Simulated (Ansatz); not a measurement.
`N[Si](F)(F)Br` + H₂O → `O[Si](F)(F)Br` + NH₃ at 298.15 K and 1 bar (formal hydrolysis of the Si–N bond).

Program: Ansatz. Geometries: PBE0-D4/def2-TZVP. ΔE: electronic, gas phase. CCSD(T)/CBS adds triple-zeta CCSD(T) − MP2 to the extrapolated MP2 energy (def2 sets, frozen cores). This one scheme is used for every species. For Br outer-core shells are correlated without core-valence functions, which leaves a few kJ/mol of doubt a bond. Scalar relativity is left out up to krypton. Each species was taken in one conformer, which may not be the lowest.

```csv
species,CCSD(T)/CBS energy (Eh),H − E (kJ/mol),S (J/(mol·K))
`N[Si](F)(F)Br`,-3118.12106,108.5,350.6
H₂O,-76.37941,66.4,188.7
`O[Si](F)(F)Br`,-3138.00572,76.0,341.5
NH₃,-56.50880,100.5,192.4
```

H − E and S are ideal-gas, rigid-rotor, harmonic terms from PBE0-D4/def2-TZVP, for one conformer and one mirror image of each species. 1 Eh = 2625.50 kJ/mol, R = 8.31446 J/(mol·K).

By hand: ΔE, ΔH, ΔS and ΔG.

ΔE = (-3138.00572) + (-56.50880) − (-3118.12106) − (-76.37941) = -0.01405 Eh = -36.9 kJ/mol. Δ(H − E) = 76.0 + 100.5 − 108.5 − 66.4 = 1.6, so ΔH = -35.3 kJ/mol. ΔS = 341.5 + 192.4 − 350.6 − 188.7 = -5.4 J/(mol·K). ΔG = -35.3 − 298.15 × (-5.4)/1000 = -33.7 kJ/mol.

By hand: the equilibrium constant, and the temperature at which ΔG would vanish if ΔH and ΔS stayed fixed.

log₁₀ K = −ΔG/(RT ln 10) = 5.9. ΔG = 0 at ΔH/ΔS = 6537 K, far beyond where these terms or the molecules hold.

The number of gas molecules stays the same, so ΔS is small and ΔH decides. A doubt of 5 kJ/mol in ΔE shifts log₁₀ K by 0.9 here. Other conformers and mirror images would add mixing entropy, several J/(mol·K) or more a flexible species. These are equilibria of isolated gas molecules and say nothing of rates. Largest T1 diagnostic: 0.010 (customary marks: 0.02 for closed shells, 0.045 for open ones).
